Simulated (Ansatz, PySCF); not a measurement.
Gas-phase reaction (SMILES): F[SiH](F)F [trifluorosilane] + O (H2O) → O[Si](F)(F)F [trifluoro(hydroxy)silane] + [H][H] (H2); water cleaves one Si-H bond, a model of a ligand-exchange step.

Geometries: B3LYP-D3(BJ)/def2-TZVP minima from Ansatz (a quantum-chemistry and plane-wave program), one conformer each, not searched for the lowest. Correlated levels leave the core frozen unless marked. Spin-orbit coupling is left out. No relativistic terms. CBS(X,Y): correlation extrapolated as X^-3; Hartree-Fock from the larger set. Thermal terms are rigid-rotor harmonic-oscillator values from B3LYP-D3(BJ) frequencies (Ansatz or PySCF) at 298.15 K and 1 atm. 1 Eh = 627.5095 kcal/mol.

| species | E, CCSD(T)/CBS(cc-pV(T+d)Z,cc-pV(Q+d)Z) (Ansatz) (Eh) | E, wB97M-V/def2-TZVPD (Ansatz) (Eh) | H - E (Eh) | G - E (Eh) |
|---|---|---|---|---|
| F[SiH](F)F | -589.25692 | -589.89242 | 0.02314 | -0.00844 |
| O (H2O) | -76.37426 | -76.43347 | 0.02495 | 0.00353 |
| O[Si](F)(F)F | -664.49289 | -665.19965 | 0.03005 | -0.00588 |
| [H][H] (H2) | -1.17450 | -1.16077 | 0.01336 | -0.00144 |

Problem. Work out ΔE and ΔH, ΔG, ΔS and the equilibrium constant at 298.15 K at the first level, then ΔH at the second.

Solution. 
1. ΔE = [(-664.49289) + (-1.17450)] - [(-589.25692) + (-76.37426)] = -0.03621 Eh = -22.7 kcal/mol at CCSD(T)/CBS(cc-pV(T+d)Z,cc-pV(Q+d)Z).
2. The terms H - E add up to -0.00468 Eh, so ΔH = (-0.03621 + (-0.00468))×627.5095 = -25.7 kcal/mol.
3. The terms G - E add up to -0.00241 Eh, so ΔG = -24.2 kcal/mol, and ΔS = (-0.00468 - (-0.00241))×627509.5/298.15 = -4.8 cal/(mol K).
4. log10 K = -ΔG/(RT ln 10) = 17.7, with RT ln 10 = 1.3642 kcal/mol.
5. At wB97M-V/def2-TZVPD the same steps give ΔE = -21.7 and ΔH = -24.6 kcal/mol, a shift of +1.1 from the first level.
6. These values are not checked against measurement here, since the tables used lack a sound gas-phase enthalpy of formation for at least one species.
